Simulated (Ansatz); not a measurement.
## C5H6N2O2: where a starting geometry ends

The starting geometry of this gas-phase singlet was optimised with GFN2-xTB; its bonds are those of `COc1c[nH]c(C=O)n1`.

```yaml
atoms:
  - { symbol: C, position_ang: [0.2395, 3.5054, 1.7758] }
  - { symbol: C, position_ang: [-0.1148, 1.2487, 1.3622] }
  - { symbol: C, position_ang: [-0.4004, -0.0902, 1.6146] }
  - { symbol: C, position_ang: [-0.0012, 0.2441, -0.5160] }
  - { symbol: C, position_ang: [0.1654, -0.0590, -1.9137] }
  - { symbol: N, position_ang: [-0.3212, -0.7007, 0.4111] }
  - { symbol: N, position_ang: [0.1268, 1.4364, 0.0562] }
  - { symbol: O, position_ang: [-0.0822, 2.2216, 2.2807] }
  - { symbol: O, position_ang: [0.0403, -1.1693, -2.3840] }
  - { symbol: H, position_ang: [0.2286, 4.1749, 2.6327] }
  - { symbol: H, position_ang: [-0.4956, 3.8231, 1.0333] }
  - { symbol: H, position_ang: [1.2274, 3.4995, 1.3095] }
  - { symbol: H, position_ang: [-0.6381, -0.5936, 2.5269] }
  - { symbol: H, position_ang: [-0.4671, -1.6769, 0.2047] }
  - { symbol: H, position_ang: [0.4231, 0.8179, -2.5294] }
```

**Question.** Predict what it relaxes into with PBE-D3(BJ)/def2-SVP.

**Answer.** It keeps its bonds, and is `COc1c[nH]c(C=O)n1`.

The energy falls by 0.10 eV over 7 steps:

```tsv
step	E − E(last) (eV)
1	0.104
2	0.012
3	0.003
4	0.002
5	0.000
6	0.000
7	0.000
```

Final geometry (Å):

```xyz
15

C     0.2380    3.5326    1.8126
C    -0.1097    1.2605    1.3543
C    -0.4022   -0.0947    1.6180
C     0.0053    0.2534   -0.5358
C     0.1633   -0.1011   -1.9396
N    -0.3194   -0.7003    0.3953
N     0.1374    1.4628    0.0387
O    -0.0794    2.2261    2.2880
O     0.0176   -1.2484   -2.3559
H     0.2226    4.1940    2.6979
H    -0.5038    3.8805    1.0630
H     1.2404    3.5552    1.3356
H    -0.6462   -0.6214    2.5447
H    -0.4631   -1.6843    0.1539
H     0.4299    0.7667   -2.6060
```

The end wasn't checked by frequencies. Run with Ansatz 0.2.0, 51 s on 2 threads of AMD EPYC (Zen 3) (shared host).
